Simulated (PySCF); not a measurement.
Two species compared at the same levels of theory.

First species: C4H6BNO2.
SMILES: `C1OBO[C@@H](C#N)C1`

Second species: tert-butyl isocyanate, C₅H₉NO.
SMILES: `CC(C)(C)N=C=O`

Levels: CAM-B3LYP/def2-SVPD for HOMO energy, LUMO energy, HOMO–LUMO gap and static isotropic polarisability; TDDFT CAM-B3LYP/def2-SVPD for lowest singlet excitation. Geometries: PBE0-D3(BJ)/def2-SVP. Each species is one conformer at its optimised geometry, gas phase, non-relativistic unless stated. Electronic properties by PySCF.

The conformers computed, where there is a choice (atom-mapped SMILES and torsion angles):
- `[CH3:1][C:2]([CH3:3])([CH3:4])[N:5]=[C:6]=[O:7]`: C1–C2–N5–C6 -59°

The conformers of `N#C[C@H]1CCOBO1` aren't listed.

Task: Which of the two has the higher LUMO energy, and by how much?

Result: The second: 0.86 eV against 0.65 eV, a difference of 0.21 eV.

Task: Which of the two has the higher HOMO–LUMO gap, and by how much?

Result: The first: 11.21 eV against 10.25 eV, a difference of 0.96 eV.

Task: Which has the higher HOMO energy?

Result: The second: -9.39 eV against -10.56 eV, a difference of 1.17 eV.

Task: Which of the two has the higher static isotropic polarisability, and by how much?

Result: The second: 70.9 au against 66.4 au, a difference of 4.5 au.

Task: Which has the higher S1 energy?

Result: The first: 7.46 eV against 6.45 eV, a difference of 1.01 eV.

On the first: No computed singlet falls in the visible range (750 to 380 nm, 1.65 to 3.26 eV); S1 lies 4.20 eV above its blue end. The polarisability is 9.83 Å³ as a volume (1 au = 0.148185 Å³), or 1.14 au for each of the 58 electrons.

On the second: The principal polarisabilities are 61.9, 62.4 and 88.5 au; their mean is the isotropic value. The polarisability is 10.51 Å³ as a volume (1 au = 0.148185 Å³), or 1.31 au for each of the 54 electrons.
